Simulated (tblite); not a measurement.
Compound: C5H5OS (charge -1).
SMILES with atom numbers: `[CH:1]#[C:2]/[CH:3]=[C:4](\[S-:5])[CH2:6][OH:7]` (hydrogens: H8 on C1; H9 on C3; H10, H11 on C6; H12 on O7)

Structure used (GFN2-xTB), in Å, numbered top down from 1:
```
atom  x, y, z in Å
C1     3.2212   -0.4605   -0.1057
C2     2.0187   -0.5350   -0.1553
C3     0.6321   -0.6765   -0.2263
C4    -0.2697    0.3000    0.0577
S5     0.0850    1.8880    0.5596
C6    -1.7497   -0.0386   -0.0832
O7    -2.5894    1.0332    0.2278
H8     4.2641   -0.3548   -0.0549
H9     0.2629   -1.6530   -0.5379
H10   -1.9880   -0.8904    0.5789
H11   -1.9450   -0.3650   -1.1206
H12   -1.9410    1.7519    0.4662
```

Method: GFN2-xTB as coded in tblite; computed harmonic values from a numerical Hessian at the method's own geometry, unscaled. The method is semi-empirical: single wavenumbers can be off by several per cent or more. One conformer, not necessarily the lowest.

Question: How many normal modes are there?

Answer: 12 atoms, non-linear: 3N − 6 = 30.

Question: What is the point group of the computed structure, and how do the modes divide by symmetry?

Answer: Cs. The vibrations span 20 a′ + 10 a″.

Question: How many distinct wavenumbers does the calculation give?

Answer: 30: Cs has no degenerate species.

Question: How many fundamentals are allowed in the infrared by symmetry?

Answer: 30 of 30: in Cs every mode is allowed. All fundamentals are allowed in the Raman spectrum.

Question: What thermal excitation has the softest real mode at 200 K?

Answer: θ = hcν̃/k = 62 K for 43.3 cm⁻¹, so N1/N0 = 0.73 and ⟨v⟩ = 1/(exp(θ/T) − 1) = 2.7.
